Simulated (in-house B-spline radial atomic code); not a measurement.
The numbers below are computed, except where a source is named.
**Ghost states of the separable form: Ga**

Ga, [Ar] 3d10 4s2 4p1, non-relativistic PBE, spherical and spin-unpolarised, from a B-spline radial code for spherical atoms (atomic units; all potentials screened as in the neutral atom).

Troullier-Martins channels: 4s (ε = -0.3201, r_c = 1.934 bohr), 4p (ε = -0.0961, r_c = 2.577 bohr), 3d (ε = -0.7267, r_c = 1.583 bohr). In the Kleinman-Bylander form one channel serves as the local potential, and each other channel l becomes |δV u><u δV|/<u|δV|u>, with δV = V_l − V_local and u the pseudo-orbital. Its strength is E_KB = <u|δV²|u>/<u|δV|u>. By the analysis of Gonze, Stumpf and Scheffler a spurious state lies below the reference level ε if E_KB > 0 and ε is above the second level of the local potential alone, or if E_KB < 0 and ε is above its first. The table's levels are those of angular momentum l in a sphere of 9 bohr, whose wall can lift a shallow ε a little above its free-atom value.

| local | channel | <u δV u> | <u δV² u> | ε | first local level | second local level |
| --- | --- | --- | --- | --- | --- | --- |
| p | s | 0.0038508 | 0.1085 | -0.3200 | -0.3663 | 0.0271 |
| p | d | -8.409 | 114.4 | -0.7267 | 0.0931 | 0.3200 |
| s | p | 0.0015464 | 0.034818 | -0.0940 | -0.1006 | 0.1296 |
| s | d | -9.9295 | 154.7 | -0.7267 | 0.0920 | 0.3154 |
| d | p | 0.089512 | 0.60237 | -0.0940 | -6.8761 | -0.1063 |
| d | s | 0.28719 | 3.1517 | -0.3200 | -13.4748 | -1.3921 |

Problem. Apply the rule to each row.

Solution. Local p, channel s: E_KB = +28.2, so ε = -0.3200 is set against 0.0271: no ghost. Local p, channel d: E_KB = -13.6, so ε = -0.7267 is set against 0.0931: no ghost. Local s, channel p: E_KB = +22.5, so ε = -0.0940 is set against 0.1296: no ghost. Local s, channel d: E_KB = -15.6, so ε = -0.7267 is set against 0.0920: no ghost. Local d, channel p: E_KB = +6.73, so ε = -0.0940 is set against -0.1063: a ghost. Local d, channel s: E_KB = +11, so ε = -0.3200 is set against -1.3921: a ghost.

Diagonalising the separable Hamiltonian gives:

| local | channel | three lowest levels | all-electron, two lowest valence levels |
| --- | --- | --- | --- |
| p | s | -0.3200, 0.0467, 0.3625 | -0.3200, 0.0465 |
| p | d | -0.7267, 0.1003, 0.3475 | -0.7267, 0.0980 |
| s | p | -0.0940, 0.1327, 0.4760 | -0.0940, 0.1327 |
| s | d | -0.7267, 0.0997, 0.3446 | -0.7267, 0.0980 |
| d | p | -0.8550, -0.0940, 0.1328 | -0.0940, 0.1327 |
| d | s | -6.9968, -0.3200, 0.0463 | -0.3200, 0.0465 |

Problem. Which choices of local channel are safe?

Solution. Free of ghosts: s, p. With d local the p channel has a ghost 0.76 hartree below ε, since the local potential binds more than one state below ε, and a repulsive term of rank one raises each level at most to the next, so it clears only one of them. With d local the s channel has a ghost 6.68 hartree below ε, since the local potential binds more than one state below ε, and a repulsive term of rank one raises each level at most to the next, so it clears only one of them. Among the safe choices the second level, which tests transfer, is off by at most 1.8 millihartree (s local), 2.4 millihartree (p local). A small <u δV u> makes E_KB large and sensitive.
